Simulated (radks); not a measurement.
Results of a calculation; reference values are marked as such.
All-electron atom: Re in [Xe] 4f14 5d5 6s2. Code: a radial shooting solver on a logarithmic mesh with Libxc functionals. Model: Dirac Kohn-Sham, BLYP, spin-unpolarised, spherical densities, finite nucleus; open shells fill j = l - 1/2 first; Fermi nuclear charge, rms radius 5.3698 fm.

Spin-orbit splittings of the eigenvalues, e(l+1/2) - e(l-1/2), with zeta = 2 splitting/(2l+1) and mean radii in bohr:

| shell | occ. | splitting (eV) | zeta (eV) | <r> j=l-1/2 | <r> j=l+1/2 |
|---|---|---|---|---|---|
| 2p | 6 | 1440 | 960.0 | 0.06246 | 0.07053 |
| 3p | 6 | 312.7 | 208.5 | 0.1870 | 0.2019 |
| 3d | 10 | 67.89 | 27.16 | 0.1765 | 0.1811 |
| 4p | 6 | 73.00 | 48.66 | 0.4450 | 0.4785 |
| 4d | 10 | 13.49 | 5.394 | 0.4935 | 0.5048 |
| 4f | 14 | 2.512 | 0.7176 | 0.5764 | 0.5853 |
| 5p | 6 | 10.98 | 7.321 | 1.138 | 1.242 |
| 5d | 5 | 0.8663 | 0.3465 | 1.901 | 1.996 |
